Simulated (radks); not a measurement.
The numbers below are computed, except where a source is named.
Re, configuration [Xe] 4f14 5d5 6s1 6d1 (not the ground configuration).

Code: a radial shooting solver on a logarithmic mesh with Libxc functionals. Model: scalar-relativistic Kohn-Sham, PBE, spin-polarised, spherical densities, finite nucleus; open shells are filled with parallel spins first (spin-orbit coupling, left out, can overturn this in heavy ions); Fermi nuclear charge, rms radius 5.3698 fm.

Energy parts (hartree):
total: -16689.3506
kinetic: 18435.7853
electron-nucleus: -41295.3729
Hartree: 6500.6604
exchange-correlation: -330.4235

Orbitals (lengths in bohr, moments of r in powers of bohr; <r^-3> diverges for s and p1/2; r(max) is where P^2 peaks; r(90%) holds 90 % of the orbital's charge):
| orbital | occ. | eigenvalue (hartree) | <r^-3> | <r> | r(90%) | r(max) |
|---|---|---|---|---|---|---|
| 1s up | 1 | -2632.744 | - | 0.01804 | 0.0329 | 0.01124 |
| 1s down | 1 | -2632.743 | - | 0.01804 | 0.0329 | 0.01124 |
| 2s up | 1 | -456.6248 | - | 0.07623 | 0.118 | 0.06453 |
| 2s down | 1 | -456.6156 | - | 0.07623 | 0.118 | 0.06453 |
| 2p up | 3 | -398.6090 | 20800 | 0.06834 | 0.111 | 0.05303 |
| 2p down | 3 | -398.6017 | 20800 | 0.06834 | 0.111 | 0.05303 |
| 3s up | 1 | -105.8345 | - | 0.1974 | 0.289 | 0.1820 |
| 3s down | 1 | -105.8316 | - | 0.1974 | 0.289 | 0.1820 |
| 3p up | 3 | -88.71923 | 4663 | 0.1979 | 0.296 | 0.1803 |
| 3p down | 3 | -88.71596 | 4663 | 0.1979 | 0.296 | 0.1803 |
| 3d up | 5 | -69.29020 | 595.4 | 0.1792 | 0.278 | 0.1469 |
| 3d down | 5 | -69.28402 | 595.3 | 0.1792 | 0.278 | 0.1469 |
| 4s up | 1 | -22.20859 | - | 0.4406 | 0.632 | 0.4126 |
| 4s down | 1 | -22.20012 | - | 0.4406 | 0.632 | 0.4126 |
| 4p up | 3 | -16.59253 | 1091 | 0.4686 | 0.681 | 0.4330 |
| 4p down | 3 | -16.58461 | 1090 | 0.4686 | 0.680 | 0.4330 |
| 4d up | 5 | -9.53917 | 119.7 | 0.5001 | 0.749 | 0.4432 |
| 4d down | 5 | -9.52976 | 119.7 | 0.4998 | 0.748 | 0.4433 |
| 4f up | 7 | -1.71492 | 20.89 | 0.5828 | 0.961 | 0.4169 |
| 4f down | 7 | -1.69653 | 21.05 | 0.5781 | 0.949 | 0.4168 |
| 5s up | 1 | -3.32130 | - | 1.040 | 1.49 | 0.9399 |
| 5s down | 1 | -3.24083 | - | 1.031 | 1.48 | 0.9350 |
| 5p up | 3 | -1.93057 | 159.9 | 1.214 | 1.77 | 1.065 |
| 5p down | 3 | -1.82364 | 166.0 | 1.200 | 1.75 | 1.056 |
| 5d up | 5 | -0.40573 | 8.278 | 1.840 | 2.87 | 1.425 |
| 5d down | 0 | -0.26649 | 8.570 | 1.841 | 2.90 | 1.400 |
| 6s up | 1 | -0.38684 | - | 2.817 | 4.11 | 2.447 |
| 6d up | 1 | -0.02922 | 0.1341 | 9.979 | 14.7 | 9.122 |

The highest occupied level is 6d up at -0.795 eV. The configuration is held as typed, so some empty levels lie below it. Summed over all electrons, <r^2> = 165.4 bohr^2, which gives a Langevin (diamagnetic) susceptibility term of -131 x 10^-6 cm^3/mol. The electron density at the nucleus is 1.649e+06 e/bohr^3 (large components only). Spin moment in Bohr magnetons: 7. The density falls to 0.001 e/bohr^3 at r = 4.26 bohr.
